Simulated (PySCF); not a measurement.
C3H6BNO2, SMILES OB1/C(CO1)=N/C. Coordinates come from a PBE0-D3(BJ)/def2-SVP optimisation. The structure was generated by enumeration; whether it is a known compound was not checked. The values are those of a single conformer.

Method: PBE0-D3(BJ)/def2-SVP (PySCF 2.14.0).

Harmonic wavenumbers (cm⁻¹): 142, 161, 183, 190, 312, 400, 532, 542, 640, 653, 738, 953, 974, 1004, 1040, 1080, 1109, 1158, 1173, 1214, 1340, 1407, 1451, 1465, 1469, 1568, 1862, 3003, 3060, 3108, 3129, 3130, 3893. Rotational constants (GHz): 5.649, 1.812, 1.396; symmetry number 1.

Question: Work out the zero-point energy and the ideal-gas rigid-rotor harmonic-oscillator thermochemistry at 298.15 K and 1 atm.

Answer: ZPE = ½ Σ hcν = ½ × 44081 cm⁻¹ = 263.67 kJ/mol. H − E(el) = 284.67 kJ/mol. Entropy in J/(mol K): translation 166.04, rotation 115.11, vibration 63.00, total 344.15. G − E(el) = 182.07 kJ/mol. Cp = 112.52 J/(mol K). Modes under 150 cm⁻¹ make the vibrational entropy uncertain.
